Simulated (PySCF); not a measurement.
B(OH)(OMe)(OSiMe3), SMILES COB(O)O[Si](C)(C)C (C₄H₁₃BO₃Si), GFN2-xTB optimised geometry.

```
22

B     -0.80    -2.43     2.11
O     -0.14    -3.52     1.63
H     -0.20    -4.27     2.22
O     -1.42    -2.55     3.32
C     -2.13    -1.49     3.92
H     -3.16    -1.81     4.07
H     -1.67    -1.28     4.89
H     -2.11    -0.60     3.30
O     -0.82    -1.28     1.41
Si    -0.26    -0.67     0.00
C     -0.94    -1.68    -1.47
C     -0.96     1.11     0.00
C      1.64    -0.67     0.00
H     -0.58    -1.29    -2.42
H     -2.02    -1.67    -1.49
H     -0.62    -2.71    -1.39
H     -2.05     1.11     0.03
H     -0.66     1.64    -0.90
H     -0.61     1.68     0.85
H      2.02    -1.68     0.10
H      2.04    -0.09     0.83
H      2.05    -0.24    -0.91
```

Density from CAM-B3LYP/def2-SVP in PySCF at that geometry.

Minimum of the electron density along straight lines between bonded atoms, close to the bond critical point (lines longer than 1.1 times the sum of covalent radii, or with two minima, are not listed):

| bond | length / Å | ρ at the minimum / e bohr⁻³ | ∇²ρ there / e bohr⁻⁵ | position (fraction from the first atom) |
|---|---|---|---|---|
| B1–O2 | 1.363 | 0.205 | 1.06 | 0.33 |
| O2–H3 | 0.957 | 0.356 | -2.44 | 0.82 |
| B1–O4 | 1.364 | 0.202 | 1.04 | 0.33 |
| O4–C5 | 1.411 | ___ | -0.36 | 0.66 |
| C5–H6 | 1.092 | 0.282 | -1.09 | 0.64 |
| C5–H7 | 1.092 | 0.282 | -1.09 | 0.64 |
| C5–H8 | 1.091 | 0.284 | -1.12 | 0.65 |
| B1–O9 | 1.343 | 0.208 | ___ | 0.33 |
| O9–Si10 | 1.639 | ___ | 1.03 | 0.59 |
| Si10–C11 | 1.907 | 0.112 | 0.31 | 0.38 |
| Si10–C12 | 1.906 | 0.113 | 0.32 | 0.38 |
| Si10–C13 | 1.907 | 0.112 | 0.31 | 0.38 |
| C11–H14 | 1.085 | 0.272 | -0.98 | 0.63 |
| C11–H15 | 1.087 | 0.271 | -0.97 | 0.63 |
| C11–H16 | 1.086 | 0.272 | -0.99 | 0.63 |
| C12–H17 | 1.086 | 0.272 | -0.98 | 0.63 |
| C12–H18 | 1.085 | 0.272 | -0.98 | 0.62 |
| C12–H19 | 1.086 | 0.272 | -0.98 | 0.63 |
| C13–H20 | 1.086 | 0.272 | -0.99 | 0.63 |
| C13–H21 | 1.087 | 0.271 | -0.97 | 0.63 |
| C13–H22 | 1.085 | 0.272 | -0.98 | 0.63 |

Task: Fill in the missing entries.

Result: 
- O4–C5, ρ at the minimum / e bohr⁻³: 0.252
- B1–O9, ∇²ρ there / e bohr⁻⁵: 1.16
- O9–Si10, ρ at the minimum / e bohr⁻³: 0.122
